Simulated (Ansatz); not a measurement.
The same hydrolysis along the group Sc, Y.

Isolated molecules relaxed with PBE0-D4/def2-TZVP in Ansatz; ΔE leaves out vibrations. CCSD(T)/CBS is the MP2 limit (def2-TZVPP, def2-QZVPP) plus CCSD(T) − MP2 in def2-TZVPP, frozen cores. This one scheme is used for every species. DFT in def2-TZVPP. def2 core potentials past Kr. For Sc, Y outer-core shells are correlated without core-valence functions, which leaves a few kJ/mol of doubt a bond. Scalar relativity is left out up to krypton. Each species was taken in one conformer, which may not be the lowest.

```tsv
reaction	B2PLYP (kcal/mol)	ωB97X-V (kcal/mol)	CCSD(T)/CBS(def2) (kcal/mol)
`[NH2][Sc]([Cl])[Cl]` + H₂O → `[OH][Sc]([Cl])[Cl]` + NH₃	-16.9	-16.9	-16.0
`[NH2][Y]([Cl])[Cl]` + H₂O → `[OH][Y]([Cl])[Cl]` + NH₃	-18.6	-18.9	-17.8
```

Largest T1 diagnostic: 0.015, for `[OH][Sc]([Cl])[Cl]`.
